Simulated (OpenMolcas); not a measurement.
**Os3+ in a point-charge field**

Os3+ among 6 point charges of -1.7 e arranged as a tetragonal octahedron (D4h), 2.24 Å from the ion, with the axial distance 2.643 Å.
```
   2.2400    0.0000    0.0000  -1.70
   0.0000    2.2400    0.0000  -1.70
  -2.2400    0.0000    0.0000  -1.70
   0.0000   -2.2400    0.0000  -1.70
   0.0000    0.0000    2.6432  -1.70
   0.0000    0.0000   -2.6432  -1.70
```

```
Program             : OpenMolcas 26.06
Method              : CASSCF
Basis               : ANO-RCC-VDZP [7s6p4d2f1g]
Scalar Hamiltonian  : DKH2, point nucleus
Active space        : 5 electrons in 5 orbitals (5d)
State averaging     : 2S+1 = 6 even, 1 root; 2S+1 = 4 even, 24 roots; 2S+1 = 2 even, 75 roots
Spin-orbit coupling : state interaction with AMFI integrals over the reference wave functions
```

The lowest spin-free states (labels of D4, the rotations of D4h), above the lowest:

| State | Degeneracy | E (cm-1) | Free-ion L (%) |
| --- | --- | --- | --- |
| 6A1 | 1 | 0.0 | S (100) |
| 4A2 | 1 | 19298 | G (66) |
| 4E | 2 | 19730 | G (62) |
| 4B1 | 1 | 23619 | G (90) |
| 4E | 2 | 23648 | G (85) |
| 4A1 | 1 | 24282 | G (100) |
| 4B2 | 1 | 24832 | G (99) |
| 4A1 | 1 | 25257 | G (98) |
| 4E | 2 | 26813 | D (65) |
| 2B2 | 1 | 27579 | I (39) |
| 4A1 | 1 | 29278 | D (98) |
| 2E | 2 | 29469 | I (56) |
| 4B1 | 1 | 29838 | D (84) |
| 2A2 | 1 | 31619 | I (73) |
| 2B1 | 1 | 31774 | I (71) |
| 4B2 | 1 | 31903 | D (99) |
| 2B2 | 1 | 31971 | I (66) |
| 2E | 2 | 32202 | I (64) |
| 4E | 2 | 32682 | P (64) |
| 4A2 | 1 | 33049 | P (67) |

The lowest levels with spin-orbit coupling:

| E (cm-1) | Degeneracy | Label | 2S+1 | g |
| --- | --- | --- | --- | --- |
| 0.0 | 2 | E1/2 | 6 (87 %) | 1.95 5.83 5.83 |
| 73.3 | 2 | E3/2 | 6 (87 %) | 1.32 1.32 5.46 |
| 353.4 | 2 | E3/2 | 6 (89 %) | 1.34 1.34 9.39 |
| 15264 | 2 | E3/2 | 4 (56 %) | 1.62 2.40 2.40 |
| 16548 | 2 | E1/2 | 4 (74 %) | 2.88 3.45 3.45 |
| 19210 | 2 | E3/2 | 4 (85 %) | 0.54 0.54 2.11 |
| 19289 | 2 | E1/2 | 4 | 0.60 3.07 3.07 |
| 20515 | 2 | E3/2 | 4 (89 %) | 1.00 1.00 2.46 |
| 21344 | 2 | E3/2 | 4 (75 %) | 0.28 2.38 2.38 |
| 21687 | 2 | E1/2 | 4 | 0.22 2.23 2.23 |
| 22054 | 2 | E1/2 | 4 (84 %) | 1.23 1.64 1.64 |
| 22643 | 2 | E3/2 | 4 (82 %) | 0.56 0.56 0.58 |
| 23226 | 2 | E1/2 | 4 (75 %) | 0.36 2.96 2.96 |
| 23589 | 2 | E3/2 | 4 (76 %) | 1.36 3.15 3.15 |
| 24213 | 2 | E1/2 | 4 (81 %) | 0.97 1.89 1.89 |
| 24406 | 2 | E3/2 | 4 (72 %) | 0.72 5.07 5.07 |
| 24575 | 2 | E3/2 | 4 (82 %) | 0.75 0.75 1.22 |
| 24616 | 2 | E1/2 | 4 (84 %) | 0.48 0.48 5.05 |
| 25790 | 2 | E1/2 | 4 (88 %) | 1.96 1.96 3.85 |
| 26183 | 2 | E3/2 | 4 | 0.01 0.01 4.99 |

Powder χT (cm3 K/mol): 2.31 at 2 K, 2.59 at 10 K, 3.52 at 50 K, 3.79 at 100 K, 3.96 at 200 K, 4.04 at 300 K. The effective moment at 300 K is 2.828 √(χT) = 5.68 μB.

Without dynamic correlation the repulsion within the d shell is too large (B by tens of per cent), so at a given field states of lower spin stand too high. Point charges give a weaker field than real ligands, and real ions of this kind are as a rule low spin; the high spin found here belongs to the model. This is an electrostatic model: the charges have no orbitals. No measured value stands beside these numbers.
